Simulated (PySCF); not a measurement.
A structure optimised at PBE-D3(BJ)/def2-TZVP, used in a PySCF frequency run:

```
Cu
O 1 1.9579
H 2 0.9751 1 111.55
H 2 0.9751 3 106.30 1 121.81
Cl 1 2.0680 3 158.54 2 -179.64
```
Charge 0, spin multiplicity 1.

**Question.** Write its SMILES, formula and point group.

**Answer.** [OH2]->[Cu][Cl], ClCuH2O, Cs

**Question.** What are its rotational constants (standard atomic weights)?

**Answer.** 310.60, 2.3809, 2.3716 GHz
